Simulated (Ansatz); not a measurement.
Start from `N[SiH2][SiH2]Cl` and change one atom or group to get `[SiH3][SiH2]Cl`.

Ansatz, PBE0-D4/def2-TZVP geometries, multiplicity 1. Each molecule was computed in one conformer, which needn't be the lowest.

| property | `N[SiH2][SiH2]Cl` |
| --- | --- |
| zero-point energy (PBE0-D4/def2-TZVP) / kJ/mol | 162.7 |
| HOMO–LUMO gap (B3LYP/def2-TZVPP) / eV | 6.36 |
| HOMO energy (PBE/def2-TZVPP) / eV | -6.11 |
| HOMO–LUMO gap (ωB97M-V/def2-TZVPP) / eV | 10.73 |
| LUMO energy (B3LYP/def2-TZVPP) / eV | -0.88 |
| size of the dipole moment (PBE/def2-TZVPP) / D | 1.48 |

Question: Give the same properties after the change, and the shifts. (An estimate is asked.)

Answer: Ansatz gave: 
| property | `[SiH3][SiH2]Cl` | shift |
| --- | --- | --- |
| zero-point energy (PBE0-D4/def2-TZVP) / kJ/mol | 113.4 | -49.3 |
| HOMO–LUMO gap (B3LYP/def2-TZVPP) / eV | 7.27 | 0.91 |
| HOMO energy (PBE/def2-TZVPP) / eV | -7.03 | -0.92 |
| HOMO–LUMO gap (ωB97M-V/def2-TZVPP) / eV | 11.52 | 0.79 |
| LUMO energy (B3LYP/def2-TZVPP) / eV | -0.73 | 0.15 |
| size of the dipole moment (PBE/def2-TZVPP) / D | 1.23 | -0.25 |

With PBE0 the HOMO falls by 0.75 eV and the LUMO rises by 0.13 eV, so the gap widens by about 0.88 eV. PBE moves the HOMO by -0.92 eV and ωB97M-V by -0.59 eV. The zero-point energy changes by -49.3 kJ/mol with -6 modes. Dipoles are sizes alone; their direction can turn.

B3LYP here is the variant with VWN-RPA as its local correlation; programs differ in this.
